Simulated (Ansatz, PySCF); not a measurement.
Dimer: H2O (SMILES O) (first 3 atoms) with SiH4 (SMILES [SiH4]); geometry from B3LYP-D3(BJ)/def2-TZVP, rigid monomers moved along the line of their centres of mass till O1···Si4 is 3.60 Å.
(charge 0, multiplicity 1):
```xyz
8

O      0.46462     0.31230     0.34750
H      0.07304    -0.46952    -0.05624
H     -0.11752     1.04179     0.10951
Si    -0.29245    -0.16851     3.83669
H     -0.68094    -1.38338     3.08614
H     -0.65472    -0.37335     5.26201
H     -1.04750     1.00183     3.33610
H      1.16200     0.06507     3.74282
```

Interaction energies are E(AB) − E(A) − E(B) at the monomers' geometry in the complex; basis-set methods are counterpoise corrected.

Correlated levels freeze the cores. CBS(a, b) extrapolates the correlation energy as X⁻³ and adds the Hartree–Fock energy of set b.

Codes used: Ansatz (Gaussian basis) for Hartree–Fock, density functionals and correlated methods; PySCF for the dispersion terms. 

PBE/def2-TZVPPD gives -0.95 kcal/mol for the interaction energy.

Problem. How do the other levels lie against it? Give each less PBE: PBE-D3(BJ)/def2-TZVPPD, r2SCAN/def2-TZVPPD, PBE0/def2-TZVPPD, wB97M-V/def2-TZVPPD, MP2/CBS(aug-cc-pV(D+d)Z, aug-cc-pV(T+d)Z), CCSD(T)/CBS(aug-cc-pV(D+d)Z, aug-cc-pV(T+d)Z).

Solution. PBE-D3(BJ)/def2-TZVPPD -0.51; r2SCAN/def2-TZVPPD -0.27; PBE0/def2-TZVPPD 0.05; wB97M-V/def2-TZVPPD -0.41; MP2/CBS(aug-cc-pV(D+d)Z, aug-cc-pV(T+d)Z) -0.32; CCSD(T)/CBS(aug-cc-pV(D+d)Z, aug-cc-pV(T+d)Z) -0.38 kcal/mol. 1 of 6 lie above PBE; the widest gap is to PBE-D3(BJ)/def2-TZVPPD.

Ansatz is an electronic-structure program.
